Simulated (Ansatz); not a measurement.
C2H6OSi (`C=C[SiH2]O`), 10 atoms. Charge 0, multiplicity 1. All runs use 2 threads of a server CPU on a shared host. Correlated methods freeze the cores.

Q: Give the basis size and wall time and peak host memory of each of these runs in Ansatz. RKS PBE0-D4/def2-QZVPP energy; RKS ωB97M-V/def2-QZVPP energy; RKS r2SCANh-D4/def2-TZVPP energy; RKS r2SCAN-D4/def2-TZVPP energy and forces; RKS ωB97M-V/def2-SVP energy; RHF-CCSD(T)/def2-SVP energy; RHF-CCSD(T)/def2-TZVPP energy; direct RPA on PBE orbitals/def2-TZVPP energy; RHF-MP2/def2-QZVPP energy; RKS PBE0-D4/def2-TZVP frequencies; RKS CAM-B3LYP-D4/def2-TZVPP energy; RKS r2SCAN0-D4/def2-TZVPP energy. (An estimate is asked.)

A: The calculation gave: Other jobs shared the machine, so times are rough.

| level | job | functions | wall time | peak host memory (GiB) |
| --- | --- | --- | --- | --- |
| RKS CAM-B3LYP-D4/def2-TZVPP | energy | 219 | 6.5 s | 0.48 |
| RHF-CCSD(T)/def2-SVP | energy | 90 | 6.5 s | 0.31 |
| RKS ωB97M-V/def2-SVP | energy | 90 | 8.5 s | 0.24 |
| RKS r2SCAN0-D4/def2-TZVPP | energy | 219 | 9.5 s | 0.44 |
| RKS r2SCANh-D4/def2-TZVPP | energy | 219 | 10 s | 0.44 |
| RKS r2SCAN-D4/def2-TZVPP | energy and forces | 219 | 10 s | 0.27 |
| direct RPA on PBE orbitals/def2-TZVPP | energy | 219 | 11 s | 0.44 |
| RKS PBE0-D4/def2-QZVPP | energy | 421 | 15 s | 1.1 |
| RHF-MP2/def2-QZVPP | energy | 421 | 40 s | 2.1 |
| RKS ωB97M-V/def2-QZVPP | energy | 421 | 40 s | 1.4 |
| RHF-CCSD(T)/def2-TZVPP | energy | 219 | 2.8 min | 3.4 |
| RKS PBE0-D4/def2-TZVP | frequencies | 166 | 4 min | 0.36 |
